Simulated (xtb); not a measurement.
xtb input (GFN2-xTB):

```bash
xtb mol.xyz --gfn 2 --sp --chrg 1 --uhf 0
```
mol.xyz:
```
11

C     -1.60188503    -0.38191352     0.48038032
N     -0.52759805     0.62498875     0.14812742
Si     1.13232585    -0.13505595    -0.33412308
H     -1.26228343    -0.98753889     1.31650138
H     -1.76869183    -1.01048116    -0.39041700
H     -2.51747839     0.14034601     0.74499892
H     -0.85875329     1.22718984    -0.60910503
H     -0.39670155     1.24812258     0.94830320
H      1.97647604     1.03623927    -0.60030858
H      0.78762878    -0.93921672    -1.51236021
H      1.49173827    -0.90731782     0.86093660
```

End of the output:

```
         :::::::::::::::::::::::::::::::::::::::::::::::::::::
         ::                     SUMMARY                     ::
         :::::::::::::::::::::::::::::::::::::::::::::::::::::
         :: total energy             -10.460747736847 Eh    ::
         :: gradient norm              0.027593243042 Eh/a0 ::
         :: HOMO-LUMO gap              5.837338155919 eV    ::
         ::.................................................::
         :: SCC energy               -10.585086699430 Eh    ::
         :: -> isotropic ES            0.110955017183 Eh    ::
         :: -> anisotropic ES         -0.004098673046 Eh    ::
         :: -> anisotropic XC          0.002479290561 Eh    ::
         :: -> dispersion             -0.003996881895 Eh    ::
         :: repulsion energy           0.124338962582 Eh    ::
         :: add. restraining           0.000000000000 Eh    ::
         :: total charge               1.000000000000 e     ::
         :::::::::::::::::::::::::::::::::::::::::::::::::::::

           -------------------------------------------------
          |                Property Printout                |
           -------------------------------------------------

    * Orbital Energies and Occupations

         #    Occupation            Energy/Eh            Energy/eV
      -------------------------------------------------------------
         1        2.0000           -0.9488109             -25.8185
         2        2.0000           -0.8533484             -23.2208
         3        2.0000           -0.8073543             -21.9692
         4        2.0000           -0.7710194             -20.9805
         5        2.0000           -0.7334340             -19.9578
         6        2.0000           -0.7037655             -19.1504
         7        2.0000           -0.6614916             -18.0001
         8        2.0000           -0.6488276             -17.6555
         9        2.0000           -0.6216399             -16.9157
        10        2.0000           -0.6214306             -16.9100 (HOMO)
        11                         -0.4069124             -11.0726 (LUMO)
        12                         -0.3856630             -10.4944
        13                         -0.3854108             -10.4876
        14                         -0.2951298              -8.0309
        15                         -0.2826048              -7.6901
        16                         -0.2111582              -5.7459
        17                         -0.1196163              -3.2549
        18                         -0.0748048              -2.0355
        19                         -0.0279401              -0.7603
        20                         -0.0121652              -0.3310
        21                          0.0520615               1.4167
       ...                                ...                  ...
        25                          0.4555500              12.3961
      -------------------------------------------------------------
                  HL-Gap            0.2145182 Eh            5.8373 eV
             Fermi-level           -0.5141715 Eh          -13.9913 eV

     #   Z          covCN         q      C6AA      α(0)
     1   6 C        3.692    -0.083    22.266     6.752
     2   7 N        3.426    -0.204    25.415     7.487
     3  14 Si       3.572     0.522    98.040    19.046
     4   1 H        0.925     0.103     1.757     2.073
     5   1 H        0.925     0.103     1.757     2.073
     6   1 H        0.925     0.106     1.735     2.060
     7   1 H        0.860     0.227     0.980     1.551
     8   1 H        0.860     0.227     0.980     1.551
     9   1 H        0.917    -0.004     3.136     2.770
    10   1 H        0.917     0.002     3.025     2.720
    11   1 H        0.917     0.002     3.025     2.720

 Mol. C6AA /au·bohr⁶  :        937.483153
 Mol. C8AA /au·bohr⁸  :      28957.398308
 Mol. α(0) /au        :         50.802276

Wiberg/Mayer (AO) data.
largest (>0.10) Wiberg bond orders for each atom

 ---------------------------------------------------------------------------
     #   Z sym  total        # sym  WBO       # sym  WBO       # sym  WBO
 ---------------------------------------------------------------------------
     1   6 C    3.911 --     4 H    0.982     5 H    0.982     6 H    0.978
                             2 N    0.970
     2   7 N    3.583 --     1 C    0.970     7 H    0.938     8 H    0.938
                             3 Si   0.651
     3  14 Si   3.351 --    10 H    0.900    11 H    0.900     9 H    0.898
                             2 N    0.651
     4   1 H    0.989 --     1 C    0.982
     5   1 H    0.989 --     1 C    0.982
     6   1 H    0.989 --     1 C    0.978
     7   1 H    0.949 --     2 N    0.938
     8   1 H    0.949 --     2 N    0.938
     9   1 H    1.000 --     3 Si   0.898
    10   1 H    1.000 --     3 Si   0.900
    11   1 H    1.000 --     3 Si   0.900
 ---------------------------------------------------------------------------

Topologies differ in total number of bonds
Writing topology from bond orders to xtbtopo.mol

molecular dipole:
                 x           y           z       tot (Debye)
 q only:       -0.069       0.369       0.016
   full:       -0.262       0.663       0.069       1.821
molecular quadrupole (traceless):
                xx          xy          yy          xz          yz          zz
 q only:        3.743      -0.813      -1.232      -2.022       0.216      -2.511
  q+dip:        1.554      -1.311      -0.346      -0.877       0.374      -1.208
   full:        3.402      -2.129      -0.911      -1.883       0.603      -2.491

           -------------------------------------------------
          | TOTAL ENERGY              -10.460747736847 Eh   |
          | GRADIENT NORM               0.027593243042 Eh/α |
          | HOMO-LUMO GAP               5.837338155919 eV   |
           -------------------------------------------------

------------------------------------------------------------------------
------------------------------------------------------------------------
 total:
 SCF:
Note: The following floating-point exceptions are signalling: IEEE_UNDERFLOW_FLAG IEEE_DENORMAL
normal termination of xtb
```

It need not be the lowest isomer of its formula.
